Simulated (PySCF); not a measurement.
# Two-dimensional NMR puzzle

Compound of formula C7H14. Correlations simulated from computed shifts and the bond graph:

HSQC (one-bond C–H):
| δH | δC |
| --- | --- |
| 2.13 | 27.7 |
| 1.94 | 16.4 |
| 1.77 | 16.4 |
| 1.73 | 43.2 |
| 1.69 | 27.7 |
| 1.19 | 41.7 |
| 0.82 | 21.2 |

COSY cross peaks (H two or three bonds apart, from the bond graph; peaks can be absent where the dihedral angle is near 90°):
| δH | δH |
| --- | --- |
| 2.13 | 1.94 |
| 2.13 | 1.77 |
| 2.13 | 1.73 |
| 2.13 | 1.69 |
| 1.94 | 1.77 |
| 1.94 | 1.69 |
| 1.77 | 1.69 |
| 1.73 | 1.69 |
| 1.73 | 1.19 |
| 1.19 | 0.82 |

HMBC (two and three bonds, from the bond graph):
| δH | δC |
| --- | --- |
| 2.13 | 43.2, 41.7, 27.7, 16.4 |
| 1.94 | 43.2, 27.7 |
| 1.77 | 43.2, 27.7 |
| 1.73 | 41.7, 27.7, 21.2, 16.4 |
| 1.69 | 43.2, 41.7, 27.7, 16.4 |
| 1.19 | 43.2, 27.7, 21.2 |
| 0.82 | 43.2, 41.7, 21.2 |

[PySCF: shielding tensors at PBE0/pcSseg-1 (GIAO); geometry from GFN2-xTB; non-relativistic Hamiltonian; isolated molecule; one averaged value for each set of equivalent atoms; one computed conformer]

Shifts are taken against calculated references (same method and geometry level): TMS for 1H (σ = 31.72 ppm), 13C (σ = 186.93 ppm).

Exchangeable hydrogens are left out of these lists.

Question: Work out the connectivity.

Answer: isopropylcyclobutane.

Structure with atom numbers: `[CH3:1][CH:2]([CH3:3])[CH:4]1[CH2:5][CH2:6][CH2:7]1`. Hydrogens are named by the atom that carries them. Ha(C5), Ha(C6), Ha(C7) are cis to C2 on the ring; Hb(C5), Hb(C6), Hb(C7) are trans to C2 on the ring.

δC 43.2 is C4, an sp3 CH in a ring (δH 1.73). δC 41.7 is C2, an sp3 CH (δH 1.19). δC 27.7 is C5/C7, an sp3 CH2 in a ring (δH 2.13, 1.69). δC 21.2 is C1/C3, a methyl carbon (δH 0.82). δC 16.4 is C6, an sp3 CH2 in a ring (δH 1.94, 1.77). COSY links 2.13–1.94, 2.13–1.77, 2.13–1.73, 2.13–1.69, 1.94–1.77, 1.94–1.69.

The data come from this structure; uniqueness wasn't tested.

Shifts are as computed. Against solution values, carbons near 30 ppm lie about +3 ppm off and those near 130 ppm about +5 ppm. Of 1211 compounds with measured shifts, 218 miss one by over three times the rms of a fit or turn the order of signals round; such compounds aren't used in these exercises.
